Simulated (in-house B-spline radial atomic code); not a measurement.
Values are calculated unless marked as measured or tabulated.
Two electrons in InAs: a parabolic dot with ħω = 15.6 meV in all three directions

For InAs the NSM archive of the Ioffe Institute lists m* = 0.023 m0 and ε = 15.15. In so narrow a gap the band flattens within tens of meV, so real spacings are smaller, by up to some tenths.

Effective-mass model with parabolic bands, a uniform dielectric constant, no image charges, no central-cell or spin-orbit terms. Two-electron levels come from full CI in B-splines with partial waves to l = 5 (up to 0.001 effective hartree above the limit).

**Question.** What are the effective units, and what is the potential in them?

**Answer.** Ha* = 27211.386 meV × 0.023/15.15² = 2.727 meV and a* = 0.0529177 nm × 15.15/0.023 = 34.86 nm. The frequency is ω = 5.73 Ha*. The one-electron levels are 3ω/2 = 8.5950 and 5ω/2 = 14.3250 Ha*.

In these units the lowest s and p orbitals lie at 8.5950 and 14.3250, and their Coulomb and exchange integrals are J_ss = 1.9099, J_sp = 1.5916 and K_sp = 0.3183. (For a parabolic well J_ss = √(2ω/π).) Full CI gives 19.0269 for the ground singlet, 24.1759 for the sp triplet, 24.7573 for the sp singlet and 29.9059 for the lowest triplet of two s orbitals.

**Question.** What does it cost to add the second electron, to first order and exactly?

**Answer.** To first order E = 2ε_s + J_ss = 19.0999, so the charging energy E(2) − 2E(1) is J_ss = 5.208 meV. CI gives 19.0269 − 2 × (8.5950) = 1.8369, or 5.009 meV: relaxation and correlation lower it by 0.1991 meV, 3.8 % of J_ss. The s² configuration of one-electron orbitals holds 99.5 % of the state, and the mean radius is 16.9 nm.

**Question.** How far above the singlet do the triplets lie?

**Answer.** To first order the sp triplet lies at ε_s + ε_p + J_sp − K_sp = 24.1933, which is 13.89 meV above 2ε_s + J_ss. CI gives 24.1759 − (19.0269) = 5.1490, or 14.04 meV, 90 % of the orbital spacing of 15.62 meV. The ss triplet lies 29.66 meV up, so the lower of the two is the sp one, and its gap equals k_BT at 163 K. The sp singlet-triplet splitting is 1.585 meV, against 2K_sp = 1.736 meV. The sp singlet lies ħω above the ground state (5.7304 against 5.73), as Kohn's theorem demands for a parabolic well.
